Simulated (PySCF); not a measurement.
Ni²⁺ (nickel, charge +2) across methods

[Ar] 3d8, high-spin 3F determinant. Computed with PySCF 2.14 in x2c-TZVPPall (6s5p4d2f1g, 64 functions), with scalar relativity by spin-free X2C-1e. The B2PLYP total includes its PT2 part (frozen core); its orbital energies are those of the SCF part.

```
method  E (hartree)  mean ε 3p β (eV)  mean ε 3d α (eV)  mean ε 3d β (eV)  Σ⟨r²⟩ (bohr²)   ⟨S²⟩
  MN15    -1520.460           -93.822           -32.942           -30.893          15.78  2.002
  PBE0    -1519.359           -94.048           -31.961           -30.102          15.70  2.001
  BP86    -1519.814           -89.722           -29.316           -27.741          15.86  2.001
   LDA    -1516.775           -89.747           -29.589           -27.758          15.92  2.001
r2SCAN    -1519.565           -90.967           -29.494           -27.869          15.70  2.001
   UHF  -1518.23530           -106.15           -39.352           -36.753          15.35  2.003
   PBE    -1519.333           -89.619           -29.250           -27.597          15.90  2.001
 HSE06    -1519.370           -93.649           -31.535           -29.693          15.72  2.001
B2PLYP    -1519.307           -98.624           -34.753           -32.695          15.61  2.002
```
